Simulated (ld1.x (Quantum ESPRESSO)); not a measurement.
**In (Z = 49), TM semilocal: configuration errors across variants**

ld1.x (Quantum ESPRESSO) 7.5 input, shortened:

```
&input
   title='In', zed=49., rel=1, dft='BLYP', iswitch=3,
   config='[Kr] 4d10 5s2 5p0'
 /
 &inputp
   pseudotype=1, tm=.true., lloc=1,
   nlcc=.true., rcore=1.05
 /
2
5S  1  0   2.00   0.00  1.55  1.55  0.0
5P  2  1   0.00   0.00  2.55  2.55  0.0
 &test
   configts(1)='5s2 5p0'
 /
```

All-electron excitation energies from the reference (eV): (1) 5s2 5p1 -5.357; (2) 5s1 5p0 19.323; (3) 5s2 5p0.5 -3.434; (4) 5s1 5p2 0.510; (5) 5s2 5p1.3 -5.869; (6) 5s1 5p1 6.583; (7) 5s0 5p3 6.680.

A semilocal file is local in each channel, so a ghost entry of none says nothing of the separable form that plane-wave codes build from it.

1 further variants failed, have other tests or too few solved ones, and are left out.

A true bound ghost makes a file unfit for plane-wave use even where its test errors are small: the radial tests pick states by their node count and pass the ghost by.

Errors AE − PS in meV (a dash: test not solved or not reliable):

```tsv
change	(1)	(2)	(3)	(4)	(5)	(6)	(7)	bound ghosts
base	-9.3	-106	-3.1	-15	-12	-26	-78	none
all radii but the core radius scaled by about 0.87 (s 1.34, p 2.22 bohr)	-9.5	-24	-3.0	-20	-12	-5.3	-182	s
all radii but the core radius scaled by about 1.13 (s 1.76, p 2.88 bohr)	-9.9	-109	-3.4	-6.1	-13	-20	-41	none
all radii but the core radius scaled by about 1.38 (s 2.14, p 3.52 bohr)	-12	-109	-4.6	+1.0	-15	-9.5	-4.6	none
```

Q: Give the same row for: all radii but the core radius scaled by about 1.22 (s 1.90, p 3.12 bohr).

A: -11, -109, -3.7, -2.8, -13, -16, -26; bound ghosts: none.
